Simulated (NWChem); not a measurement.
Species: CH5AlO2; SMILES [CH3][Al]([OH])[OH]

```xyz
9

Al    -0.0078    -0.0439     0.0016
C     -0.1872    -1.9707     0.0007
H      0.2356    -2.4008    -0.9220
H     -1.2394    -2.2846     0.0714
H      0.3646    -2.4194     0.8423
O     -1.4155     0.9174    -0.0009
H     -1.4832     1.8719    -0.0049
O      1.5582     0.6288     0.0019
H      1.8136     1.5508    -0.0022
```
Atoms are numbered in this order, from 1.

Results from NWChem. Pople sets run with spherical d functions. Geometry: optimised at PBE0/def2-SVP. Vzz is the largest principal value of the second derivative of the potential at the nucleus (NWChem prints the opposite sign); η is the asymmetry. Non-relativistic.

Task: Order these runs by computing time, cheapest first, and give rough ratios: CAM-B3LYP/def2-TZVP; B3LYP/6-31G*; B3LYP/def2-TZVP.

Result: B3LYP/6-31G* (1), B3LYP/def2-TZVP (3), CAM-B3LYP/def2-TZVP (20). Ratios are rough, from one shared machine; the cheapest took around 20 core-seconds (rough). What differs between the cheapest and the dearest: Vzz Al1 (a.u.) 0.798 → 1.133; η Al1 0.41 → 0.39; Vzz O8 (a.u.) 1.379 → 1.375; η O8 0.12 → 0.06.
